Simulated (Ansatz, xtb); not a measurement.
# Two isomers of C4H9NS2

Structure X: `CN(C)C(=S)CS`, a singlet. Structure Y: `CN(C)/C(S)=C/S`, a singlet. Both are isolated molecules in the gas phase, relaxed with B3LYP/def2-SVP; each stands in its lowest conformer found.

Quicker runs give these differences E(Y) − E(X): GFN2-xTB +17.5 kcal/mol; HF/STO-3G +7.1 kcal/mol (at GFN2-xTB geometries); r2SCAN-D4/def2-SVP +17.9 kcal/mol (at GFN2-xTB geometries).

**Question.** Estimate E(Y) − E(X) at the level CCSD(T)/def2-SVP + ΔMP2/def2-TZVPP.

**Answer.** Calculated at CCSD(T)/def2-SVP + ΔMP2/def2-TZVPP: E(Y) − E(X) = +16.9 kcal/mol, so structure X lies lower.

The same difference at several levels:

```json
{"level": "GFN2-xTB", "geometry": "GFN2-xTB", "E(Y) − E(X) (kcal/mol)": "+17.5", "departure from the last row (kcal/mol)": "+0.6", "job, with rough time for the two": "optimisation, 1.8 s"}
{"level": "HF/STO-3G", "geometry": "GFN2-xTB", "E(Y) − E(X) (kcal/mol)": "+7.1", "departure from the last row (kcal/mol)": "−9.8", "job, with rough time for the two": "single point, 2.7 s"}
{"level": "r2SCAN-D4/def2-SVP", "geometry": "GFN2-xTB", "E(Y) − E(X) (kcal/mol)": "+17.9", "departure from the last row (kcal/mol)": "+1.0", "job, with rough time for the two": "single point, 15 s"}
{"level": "B3LYP/def2-SVP", "geometry": "B3LYP/def2-SVP", "E(Y) − E(X) (kcal/mol)": "+17.2", "departure from the last row (kcal/mol)": "+0.3", "job, with rough time for the two": "optimisation, 4.8 min"}
{"level": "HF/def2-SVP", "geometry": "B3LYP/def2-SVP", "E(Y) − E(X) (kcal/mol)": "+19.3", "departure from the last row (kcal/mol)": "+2.4", "job, with rough time for the two": "part of the CCSD(T) run"}
{"level": "MP2/def2-SVP", "geometry": "B3LYP/def2-SVP", "E(Y) − E(X) (kcal/mol)": "+19.2", "departure from the last row (kcal/mol)": "+2.3", "job, with rough time for the two": "part of the CCSD(T) run"}
{"level": "CCSD(T)/def2-SVP", "geometry": "B3LYP/def2-SVP", "E(Y) − E(X) (kcal/mol)": "+18.7", "departure from the last row (kcal/mol)": "+1.8", "job, with rough time for the two": "single point"}
{"level": "CCSD(T)/def2-SVP + ΔMP2/def2-TZVPP", "geometry": "B3LYP/def2-SVP", "E(Y) − E(X) (kcal/mol)": "+16.9", "departure from the last row (kcal/mol)": "", "job, with rough time for the two": "single point, 5.3 min"}
```

As drawn, Y has 1 C–S, 1 C=C, 1 S–H in place of 1 C=S, 1 C–C, 1 C–H.

None of the levels shown reverses the order. The largest departure from CCSD(T)/def2-SVP + ΔMP2/def2-TZVPP is that of HF/STO-3G, 9.8 kcal/mol. The last row adds to CCSD(T) the change of the MP2 difference between the two basis sets, here −1.8 kcal/mol.

With thermal terms from frequencies at re-optimised GFN2-xTB minima (ideal gas, soft modes damped towards free rotors, one conformer each, 298.15 K, 1 atm): the zero-point term adds −2.9 kcal/mol; ΔH is +14.3 and ΔG +13.7 kcal/mol.

The correlated steps freeze 15 core orbitals. Run with Ansatz 0.2.0, xtb 6.7.1; the last row on 2 threads of Intel(R) Xeon(R) Processor @ 2.50GHz (Skylake/Cascade Lake) on a shared host.
